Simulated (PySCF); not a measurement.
# Radial density of Cl⁺ (chlorine, charge +1)

TPSS, [Ne] 3s2 3p3 4s1, high-spin 5S determinant (an excited configuration). Computed with PySCF 2.14 in aug-cc-pVQZ-DK (7s6p4d3f2g, 84 functions), with scalar relativity by spin-free X2C-1e.

```json
{"r (bohr)": "0.00140", "4πr²ρ (e/bohr)": "0.09489", "4πr²(ρα − ρβ)": "0.0001"}
{"r (bohr)": "0.00236", "4πr²ρ (e/bohr)": "0.2472", "4πr²(ρα − ρβ)": "0.0001"}
{"r (bohr)": "0.00397", "4πr²ρ (e/bohr)": "0.6340", "4πr²(ρα − ρβ)": "0.0004"}
{"r (bohr)": "0.00667", "4πr²ρ (e/bohr)": "1.576", "4πr²(ρα − ρβ)": "0.0009"}
{"r (bohr)": "0.0112", "4πr²ρ (e/bohr)": "3.704", "4πr²(ρα − ρβ)": "0.0023"}
{"r (bohr)": "0.0189", "4πr²ρ (e/bohr)": "7.901", "4πr²(ρα − ρβ)": "0.0052"}
{"r (bohr)": "0.0318", "4πr²ρ (e/bohr)": "14.24", "4πr²(ρα − ρβ)": "0.0120"}
{"r (bohr)": "0.0534", "4πr²ρ (e/bohr)": "19.37", "4πr²(ρα − ρβ)": "0.0325"}
{"r (bohr)": "0.0899", "4πr²ρ (e/bohr)": "17.44", "4πr²(ρα − ρβ)": "0.1092"}
{"r (bohr)": "0.151", "4πr²ρ (e/bohr)": "13.13", "4πr²(ρα − ρβ)": "0.3237"}
{"r (bohr)": "0.254", "4πr²ρ (e/bohr)": "17.99", "4πr²(ρα − ρβ)": "0.5122"}
{"r (bohr)": "0.428", "4πr²ρ (e/bohr)": "15.95", "4πr²(ρα − ρβ)": "0.1276"}
{"r (bohr)": "0.719", "4πr²ρ (e/bohr)": "4.717", "4πr²(ρα − ρβ)": "0.4283"}
{"r (bohr)": "1.21", "4πr²ρ (e/bohr)": "4.006", "4πr²(ρα − ρβ)": "2.1854"}
{"r (bohr)": "2.03", "4πr²ρ (e/bohr)": "1.845", "4πr²(ρα − ρβ)": "1.1988"}
{"r (bohr)": "3.42", "4πr²ρ (e/bohr)": "0.4232", "4πr²(ρα − ρβ)": "0.3999"}
{"r (bohr)": "5.76", "4πr²ρ (e/bohr)": "0.1185", "4πr²(ρα − ρβ)": "0.1185"}
{"r (bohr)": "9.68", "4πr²ρ (e/bohr)": "0.0006245", "4πr²(ρα − ρβ)": "0.0006"}
```

Densities and radii are taken from the X2C orbitals without a picture-change correction, which distorts them close to the nucleus.

The outer electron is Rydberg-like, and this basis confines it to a smaller radius and binds it less than a complete one would.
